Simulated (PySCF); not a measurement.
Z-matrix (Å, degrees):
```
Si
H 1 1.4809
Cl 1 2.0486 2 107.95
Cl 1 2.0486 2 107.95 3 119.03
```
Charge 0, spin multiplicity 2.

Question: Predict the highest occupied spin orbital, total energy and dipole moment from TPSSh-D3(BJ)/def2-TZVP // CAM-B3LYP-D3(BJ)/def2-TZVP run with PySCF.

Answer: 
```
Quantity                              Result
-----------------------------  -------------
highest occupied spin orbital       -6.24 eV
total energy                   -1210.6347 Ha
dipole moment                         0.98 D
```
